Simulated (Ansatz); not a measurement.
Ideal-gas functions of ClGaH$_{2}$S, SMILES `[SH][GaH][Cl]` at 400 K and 1 bar, from an Ansatz frequency run at PBE0-D4/def2-TZVP.

Molar mass 139.26 g/mol, point group Cs (symmetry number 1), electronic degeneracy 1, moments of inertia 52.482, 228.296, 280.778 u Å². Harmonic wavenumbers (cm⁻¹, unscaled): 121, 288, 403, 438, 453, 591, 721, 2036, 2709.

Use S(trans) = R[1.5 ln M + 2.5 ln T − 1.1517]; rotational temperatures θ = 24.2544 K / I; S(rot) = R[ln(√π/σ · √(T³/θAθBθC)) + 1.5]; for each mode x = 1.438777 ν̃/T, S = R[x/(eˣ − 1) − ln(1 − e⁻ˣ)] and H = RT x/(eˣ − 1); 1 cm⁻¹ = 0.0119627 kJ/mol; R = 8.31446 J/(mol·K).

Task: By hand: the entropy, in J/(mol·K).

Result: Translation 176.5. Rotation: θ = 0.4621, 0.1062, 0.0864 K, giving 114.7. Vibration, mode by mode: 15.30, 8.38, 5.92, 5.34, 5.12, 3.45, 2.39, 0.05, 0.01, in all 46.0. Electronic 0.0. Sum 337.2 J/(mol·K).

Task: By hand: H − E and G − E in kJ/mol, counted from the electronic energy.

Result: Zero-point energy ½ × 7760 × 0.0119627 = 46.4; thermal vibration 10.4; translation, rotation and pV give 4 RT = 13.3. H − E = 70.1 kJ/mol, and G − E = 70.1 − 400 × 337.2/1000 = -64.8 kJ/mol.

Vibration gives 14 % of the entropy, 15.3 J/(mol·K) of it from the mode under 150 cm⁻¹: soft modes count most, and the harmonic formula is weakest for them. The sum counts one conformer and one mirror image; others add a mixing term.
